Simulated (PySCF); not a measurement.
# Bonding in `CCC(CC)SC`

Species: C6H14S.
Numbering: `[CH3:1][CH2:2][CH:3]([CH2:4][CH3:5])[S:6][CH3:7]` (hydrogens: H8, H9, H10 on C1; H11, H12 on C2; H13 on C3; H14, H15 on C4; H16, H17, H18 on C5; H19, H20, H21 on C7)

Structure used (GFN2-xTB), in Å, numbered top down from 1:
```
atom  x, y, z in Å
C1     2.533    0.708    0.021
C2     1.407   -0.121   -0.581
C3     0.266   -0.370    0.403
C4    -0.809   -1.282   -0.182
C5    -1.906   -1.619    0.820
S6    -0.441    1.200    1.043
C7    -1.118    1.980   -0.450
H8     2.957    0.201    0.885
H9     2.164    1.678    0.346
H10    3.322    0.865   -0.711
H11    1.798   -1.093   -0.893
H12    1.019    0.374   -1.475
H13    0.667   -0.822    1.315
H14   -1.245   -0.813   -1.068
H15   -0.323   -2.205   -0.512
H16   -2.397   -0.714    1.168
H17   -2.651   -2.266    0.363
H18   -1.485   -2.129    1.683
H19   -1.552    2.918   -0.122
H20   -1.889    1.352   -0.886
H21   -0.324    2.173   -1.165
```

Bond orders from the PBE0/pcSseg-1 density (PySCF). Geometry: GFN2-xTB, one conformer, isolated molecule.

(1) Where do the orders between heavy atoms depart from those drawn in the SMILES?

(2) Give the Mayer order of every bond, beside its length.

## Answers

(1) The largest departure is 0.064, at C1–C2 (drawn single, 1.064) and C4–C5 (drawn single, 1.064).

(2) 
```csv
bond,drawn as,length (Å),Mayer order
C1–C2,single,1.523,1.064
C2–C3,single,1.527,0.986
C3–C4,single,1.527,0.986
C4–C5,single,1.523,1.064
C3–S6,single,1.837,1.017
S6–C7,single,1.816,0.989
C1–H8,single,1.087,0.966
C1–H9,single,1.087,0.955
C1–H10,single,1.087,0.967
C2–H11,single,1.093,0.944
C2–H12,single,1.093,0.945
C3–H13,single,1.094,0.929
C4–H14,single,1.093,0.945
C4–H15,single,1.094,0.944
C5–H16,single,1.087,0.955
C5–H17,single,1.087,0.967
C5–H18,single,1.088,0.966
C7–H19,single,1.085,0.961
C7–H20,single,1.086,0.946
C7–H21,single,1.086,0.946
```

Bonds between the same two heavy elements. C–C: lowest C2–C3 and C3–C4 (0.986, 1.527 Å), highest C1–C2 and C4–C5 (1.064, 1.523 Å). C–S: lowest S6–C7 (0.989, 1.816 Å), highest C3–S6 (1.017, 1.837 Å); in 1 of the 1 pairs the longer bond (by over 0.003 Å) has the higher order (by 0.02 or more). Bonds named together lie within 0.004.

**Question.** Sum the orders of all bonds at each heavy atom with more than one neighbour and set the sums beside the valence in the SMILES.

**Answer.** C1 3.952 (drawn 4), C2 3.939 (drawn 4), C3 3.918 (drawn 4), C4 3.939 (drawn 4), C5 3.952 (drawn 4), S6 2.006 (drawn 2), C7 3.842 (drawn 4). Orders between atoms that aren't bonded are not in these sums.

Mayer orders depend on the basis set.

The run behind these numbers computed NMR shieldings as well. Hardware: one thread, Arm Neoverse V2 (aarch64), shared host with 32 logical CPUs at a one-minute load of 9.0. Cost: 25 s of wall time, 0.87 GiB resident at most.
